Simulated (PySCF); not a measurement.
Si (SMILES [Si-]), charge -1, quartet. Base run: HF/6-31G** run with PySCF.

Input for PySCF:
```python
from pyscf import gto, scf

mol = gto.Mole()
mol.atom = '''
    Si    0.000000    0.000000    0.000000
'''
mol.basis = '6-31g**'
mol.charge = -1
mol.spin = 3
mol.verbose = 4
mol.build()

mf = scf.UHF(mol)
mf.kernel()
```

The base run was repeated with changes; each row names its change, and settings that it needs were set with it.

```tsv
change	ΔE vs base (µEh)	SCF cycles	<S^2>
base	0.0	7	3.751
conv_tol_grad = 1e-7	0.0	8	3.751
diis = off; damp = 0.6 (with mf.diis_start_cycle = 200; with mf.max_cycle = 150)	0.0	29	3.751
conv_tol = 1e-12	0.0	8	3.751
level_shift = 0.1 (with mf.max_cycle = 100)	0.0	8	3.751
conv_tol = 1e-6	0.0	6	3.751
init_guess = huckel	0.0	6	3.751
conv_tol = 1e-7	0.0	7	3.751
diis_space = 20	0.0	7	3.751
init_guess = atom	0.0	7	3.751
init_guess = mod_huckel	0.0	6	3.751
diis_space = 2	0.0	8	3.751
solver = newton	0.0	-	3.751
```

Open shells are given as the SCF converged; they aren't shown to be the lowest states, and a large step between rows can be another state.
